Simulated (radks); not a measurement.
Results of a calculation; reference values are marked as such.
Question: The antimony ion Sb4+, 47 electrons, occupied as [Kr] 4d10 5s1. Level of theory: Dirac Kohn-Sham, B86b exchange with PBE correlation, spin-unpolarised, spherical densities, finite nucleus; Fermi nuclear charge, rms radius 4.6802 fm (a radial shooting solver on a logarithmic mesh with Libxc functionals). Some entries of the table are withheld. Estimate them.

orbital,occ.,eigenvalue (hartree),<r^2> (bohr^2)
1s1/2,2,-1114.622,0.001094
2s1/2,2,-170.9086,0.01767
2p1/2,2,-159.9977,0.01311
2p3/2,4,-150.7410,0.01441
3s1/2,2,-34.78590,0.1248
3p1/2,2,-30.32477,0.1196
3p3/2,4,-28.61655,0.1280
3d3/2,4,-20.73885,0.1092
3d5/2,6,-20.38387,0.1116
4s1/2,2,-7.04058,0.7058
4p1/2,2,-5.53046,0.7874
4p3/2,4,-5.21383,0.8424
4d3/2,4,-2.81700,(1)
4d5/2,6,-2.77017,(2)
5s1/2,1,-1.83056,4.248
5p1/2,0,-1.46161,5.378
5p3/2,0,-1.41764,5.682
5d3/2,0,(3),(4)
5d5/2,0,(5),(6)
4f5/2,0,-0.70570,8.403
4f7/2,0,-0.70501,8.438

Answer: 
(1) 4d3/2 <r^2> (bohr^2): 1.182
(2) 4d5/2 <r^2> (bohr^2): 1.210
(3) 5d3/2 eigenvalue (hartree): -0.91085
(4) 5d3/2 <r^2> (bohr^2): 9.777
(5) 5d5/2 eigenvalue (hartree): -0.90516
(6) 5d5/2 <r^2> (bohr^2): 9.906
